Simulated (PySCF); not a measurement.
Spinor energies of V(2+) (vanadium, charge +2)

Start: [Ar] 3d3; 3d5/2 filled at m_j = +1/2, +3/2, +5/2. Calculated with PySCF 2.14 in x2c-SVPall-2c with one added diffuse shell each of s, d type (6s5p4d1f, 48 functions): generalised Hartree-Fock with the X2C-1e Hamiltonian and a Gaussian nucleus; one run each with spin-orbit coupling (SO) switched off, then screened by Boettger's factors. This is a chosen level, not necessarily the ground level.

```tsv
spinor shell	electrons	ε, spin-free (eV)	ε, screened SO (eV)	weight of nominal j (screened SO)	rms radius, screened SO (bohr)
1s1/2	2	-5535.4	-5535.4	1.000	0.0768
2s1/2	2	-673.47	-673.48	1.000	0.333
2p1/2	2	-562.40	-567.16	0.993	0.301
3s1/2	2	-104.02	-104.03	1.000	1.02
3p3/2	4	-71.552	-72.100	0.835	1.11
3p1/2	2	-71.552	-70.485	0.670	1.10
3d5/2	3	-30.213	-30.205	0.791	1.44
```

Where does 2p3/2 lie, and what is the 2p spin-orbit splitting (screened SO)?

At -560.07 eV, 7.090 eV above 2p1/2.

| quantity | spin-free | screened SO |
| --- | --- | --- |
| E (hartree) | -947.29350 | -947.29793 |
| M_J | 9/2 | 9/2 |
| ⟨J²⟩ | 24.755 | 24.755 |
| ⟨L²⟩ | 12.004 | 12.008 |
| ⟨S²⟩ | 3.750 | 3.749 |

Each row is a mean over spinors that exchange with the open shell spreads, by up to 10.112 eV (3p3/2).

Rows whose weight is well below 1 are mixtures of j = l ± 1/2: exchange outweighs spin-orbit coupling there, and the label is only the starting occupation.

Without spin-orbit coupling the j labels of p, d and f shells carry no meaning; the spin-free column gives the mean over the occupied spinors of each nl shell.
